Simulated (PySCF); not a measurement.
**Exercise with solution: oscillator strength and radiative lifetime**

C5H6Si, SMILES C#C[SiH2]C#CC.

Geometry: B3LYP-D3(BJ)/def2-SVP. This is a generated structure with no PubChem entry under its InChIKey; it may be hypothetical.

TDA-B3LYP/def2-SVPD run with PySCF 2.14.0 puts the first singlet state with f over 0.02 at 6.63 eV (vertical), with the transition dipole (0.434, -0.080, -0.005) in atomic units.

Problem. Find the oscillator strength, the wavelength and the radiative lifetime that this transition would have in vacuum if emission retraced absorption.

Solution. 
|μ|² = 0.1948 au, so |μ| = 1.12 D. ΔE = 6.63/27.211 = 0.2436 hartree. f = (2/3) ΔE |μ|² = 0.032 (the program prints 0.032).
λ = 1239.84/6.63 = 187 nm; ν = 53475 cm⁻¹.
Einstein's coefficient A = 0.6670 ν² f s⁻¹ (ν in cm⁻¹) = 6.0e7 s⁻¹, so τ = 1/A = 17 ns. This state is S8; the lower singlets have f = 0.000, 0.000, 0.002, 0.000, 0.009, 0.001, 0.000. The figure is the radiative limit of this one transition; relaxation, internal conversion, crossing to triplets and a medium change what is measured.
